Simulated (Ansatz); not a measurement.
Input and output for [InH4]- (InH₄⁻).

```yaml
crystal:
  periodic: [false, false, false]
  atoms:
    - {symbol: In, position_ang: [0.000000, 0.000000, -0.000002]}
    - {symbol: H, position_ang: [0.026145, -0.035055, 1.793808]}
    - {symbol: H, position_ang: [1.684247, -0.007430, -0.618810]}
    - {symbol: H, position_ang: [-0.838320, 1.484666, -0.559154]}
    - {symbol: H, position_ang: [-0.872072, -1.442180, -0.615852]}
basis:
  gaussian: {orbitals: def2-mTZVPP}
total_charge: -1
hamiltonian: {xc: {name: r2SCANh}, dispersion: d3bjatm}
```

```sh
$ ansatz run in.yaml --threads 4 --pin off --events-out ev --progress --plain --max-ram 3916MiB
```

Shortened log:

```
Functional definition: r2SCANh
596 factors; their error is unknown
mean field evaluation 1: about -5239.6678 eV, gradient 1.7e1 eV
mean field evaluation 2: about -5239.6843 eV, gradient 1.8e1 eV
mean field evaluation 4: about -5240.2353 eV, gradient 3.2e-2 eV
mean field evaluation 8: about -5240.2544 eV, gradient 7.9e-5 eV
mean field -5240.25439716 eV, -192.5757971235 hartree, gradient 8.6e-5 eV, S^2 0.000000; 0 other end points of the search recorded, 0 dependent functions left out
reference -5240.25441302 eV, -192.5757977066 hartree; 13, 13 occupied and 43, 43 virtual orbitals, 596 factors
Total energy: -5240.26751306 eV, -192.5762791239 hartree
```

It took 0.55 s on 4 threads of Arm Neoverse V2 on a shared host.

In the def2 sets In takes a core potential; there is no spin–orbit coupling. The highest occupied level of an anion often lies above zero with these methods, and sets without diffuse functions describe the outer electron poorly.
